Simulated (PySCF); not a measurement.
## Pd(3+) (palladium, charge +3) across methods

[Kr] 4d7, high-spin 4F determinant. Computed with PySCF 2.14 in x2c-QZVPPall with one added diffuse shell each of s, p, d, f, g type (14s9p8d5f3g, 143 functions), with the spin-free X2C one-electron Hamiltonian (Gaussian nucleus).

```tsv
method	E (hartree)	mean ε 4p β (eV)	mean ε 4d α (eV)	mean ε 4d β (eV)	Σ⟨r²⟩ (bohr²)	⟨S²⟩
PBE	-5042.67	-89.863	-42.681	-40.683	26.22	3.751
LDA	-5037.69	-90.161	-42.819	-40.763	26.27	3.750
UHF	-5040.78808	-102.20	-50.569	-47.838	26.04	3.754
r2SCAN	-5043.10	-90.887	-43.180	-40.951	26.09	3.752
PBE0	-5042.77	-93.313	-44.915	-42.753	26.12	3.751
```
